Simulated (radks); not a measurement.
Values are calculated unless marked as measured or tabulated.
Spherical quantum dot in the effective-mass picture: electrons in a parabolic well V = omega^2 r^2 / 2 with omega = 1.35, all in effective atomic units (hartree* = m*/eps^2 hartree, bohr* = eps/m* bohr), one dielectric constant everywhere. Level of theory: non-relativistic Kohn-Sham, PBEsol, spin-polarised, spherical densities (a radial shooting solver with Libxc functionals). Levels are named by radial order and angular momentum (1s, 1p, 1d, 2s, ...), and open shells are averaged over m. Each electron was tried in the lowest free levels, single moves between levels near the top were tried too, and the lowest total energy was kept; such a search can miss a lower state. At N = 1 the Hartree and exchange-correlation terms need not cancel, so that row can carry a self-interaction error.

| N | open shells | 2S | E (hartree*) | mu = E(N) - E(N-1) (hartree*) | addition energy mu(N+1) - mu(N) (hartree*) | e(HOMO) (hartree*) | rms radius (bohr*) |
|---|---|---|---|---|---|---|---|
| 1 | 1s(up 1, down 0) | 1 | 2.04775 | 2.0477 | 0.8545 | 2.3776 | 1.058 |
| 2 | none | 0 | 4.95001 | 2.9023 | 1.780 | 3.2169 | 1.116 |
| 3 | 1p(up 1, down 0) | 1 | 9.63218 | 4.6822 | 0.5481 | 4.9526 | 1.255 |
| 4 | 1p(up 2, down 0) | 2 | 14.8624 | 5.2302 | 0.5565 | 5.5087 | 1.334 |
| 5 | 1p(up 3, down 0) | 3 | 20.6491 | 5.7867 | 0.7099 | 6.0639 | 1.392 |
| 6 | 1p(up 3, down 1) | 2 | 27.1457 | 6.4966 | 0.5036 | 6.7455 | 1.442 |
| 7 | 1p(up 3, down 2) | 1 | 34.1459 | 7.0002 | 0.5114 | 7.2558 | 1.485 |
| 8 | none | 0 | 41.6575 | 7.5116 | 1.464 | 7.7669 | 1.523 |
| 9 | 1d(up 1, down 0) | 1 | 50.6327 | 8.9751 | 0.4481 | 9.1991 | 1.579 |
| 10 | 1d(up 2, down 0) | 2 | 60.0559 | 9.4233 | 0.4474 | 9.6473 | 1.626 |
| 11 | 1d(up 3, down 0) | 3 | 69.9267 | 9.8707 | 0.4448 | 10.094 | 1.668 |
| 12 | 1d(up 4, down 0) | 4 | 80.2422 | 10.316 | 0.4414 | 10.537 | 1.706 |
| 13 | 1d(up 5, down 0) | 5 | 90.9991 | 10.757 | 0.5628 | 10.976 | 1.740 |
| 14 | 1d(up 5, down 1) | 4 | 102.319 | 11.320 | 0.4165 | 11.528 | 1.772 |
| 15 | 1d(up 5, down 2) | 3 | 114.055 | 11.736 | 0.4164 | 11.945 | 1.803 |
| 16 | 1d(up 5, down 3) | 2 | 126.208 | 12.153 | 0.4148 | 12.360 | 1.831 |
| 17 | 1d(up 5, down 4) | 1 | 138.775 | 12.567 | 0.4123 | 12.774 | 1.858 |
| 18 | none | 0 | 151.755 | 12.980 | 0.5317 | 13.185 | 1.884 |
| 19 | 2s(up 1, down 0) | 1 | 165.266 | 13.511 | 0.4702 | 13.720 | 1.909 |
| 20 | none | 0 | 179.248 | 13.982 | 1.030 | 14.186 | 1.933 |
| 21 | 1f(up 1, down 0) | 1 | 194.259 | 15.012 | 0.3733 | 15.198 | 1.962 |
| 22 | 1f(up 2, down 0) | 2 | 209.644 | 15.385 | 0.3716 | 15.571 | 1.990 |
| 23 | 1f(up 3, down 0) | 3 | 225.401 | 15.757 | 0.3697 | 15.942 | 2.016 |
| 24 | 1f(up 4, down 0) | 4 | 241.527 | 16.126 | 0.3677 | 16.310 | 2.041 |
| 25 | 1f(up 5, down 0) | 5 | 258.021 | 16.494 | 0.3656 | 16.677 | 2.064 |
| 26 | 1f(up 6, down 0) | 6 | 274.881 | 16.860 | 0.3634 | 17.042 | 2.087 |
| 27 | 1f(up 7, down 0) | 7 | 292.104 | 17.223 | 0.4573 | 17.404 | 2.109 |
| 28 | 1f(up 7, down 1) | 6 | 309.784 | 17.680 | 0.3520 | 17.856 | 2.131 |
| 29 | 1f(up 7, down 2) | 5 | 327.816 | 18.032 | 0.3508 | 18.208 | 2.152 |
| 30 | 1f(up 7, down 3) | 4 | 346.199 | 18.383 | 0.3493 | 18.558 | 2.172 |
| 31 | 1f(up 7, down 4) | 3 | 364.931 | 18.732 | 0.3478 | 18.906 | 2.191 |
| 32 | 1f(up 7, down 5) | 2 | 384.011 | 19.080 | 0.3461 | 19.253 | 2.210 |
| 33 | 1f(up 7, down 6) | 1 | 403.437 | 19.426 | 0.3444 | 19.599 | 2.229 |
| 34 | none | 0 | 423.208 | 19.771 | 0.5207 | 19.942 | 2.247 |
| 35 | 2p(up 1, down 0) | 1 | 443.499 | 20.291 | 0.3455 | 20.464 | 2.265 |
| 36 | 2p(up 2, down 0) | 2 | 464.136 | 20.637 | 0.3449 | 20.809 | 2.282 |
| 37 | 2p(up 3, down 0) | 3 | 485.117 | 20.982 | 0.3998 | 21.154 | 2.300 |
| 38 | 2p(up 3, down 1) | 2 | 506.499 | 21.381 | 0.3376 | 21.550 | 2.317 |
| 39 | 2p(up 3, down 2) | 1 | 528.218 | 21.719 | 0.3373 | 21.888 | 2.333 |
| 40 | none | 0 | 550.274 | 22.056 | 0.7570 | 22.225 | 2.350 |
| 41 | 1g(up 1, down 0) | 1 | 573.087 | 22.813 | 0.3165 | 22.972 | 2.368 |
| 42 | 1g(up 2, down 0) | 2 | 596.217 | 23.130 | 0.3153 | 23.288 | 2.385 |
| 43 | 1g(up 3, down 0) | 3 | 619.662 | 23.445 | - | 23.602 | 2.402 |

All shells are closed at N = 2, 8, 18, 20, 34, 40 (there: 1s2 1p6 1d10 2s2 1f14 2p6); the second difference of the energy has clear peaks (12 % above both neighbours; the first and last values, which can be the largest, are not judged, and half-filled shells can peak too) at N = 2, 5, 8, 13, 18, 20, 27, 34, 37, 40.
